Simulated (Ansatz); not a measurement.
Species: sum formula SiH$_{2}$Cl, net charge 1, singlet state. 
Coordinates optimised at B3LYP-D3(BJ)/def2-TZVP (Ansatz, a first-principles code):
```xyz
4

Si    -0.9627     0.0164    -0.0597
Cl     0.9876    -0.0168     0.0612
H     -1.6346     1.3189    -0.0864
H     -1.6766    -1.2626    -0.1189
```
Charge +1, spin multiplicity 1.

Basis-set convergence of Hartree-Fock and CCSD correlation energies (hartree) with Ansatz. Valence correlation only, unless marked. Spin-orbit coupling is left out. Non-relativistic.

| basis | functions | E(HF) | E(corr, CCSD) |
|---|---|---|---|
| aug-cc-pV(D+d)Z | 82 | -749.33758 | -0.26083 |
| aug-cc-pV(T+d)Z | 156 | ? | ? |

Q: Fill in the missing entries.

A: 
- aug-cc-pV(T+d)Z, E(HF): -749.36563
- aug-cc-pV(T+d)Z, E(corr, CCSD): -0.32187
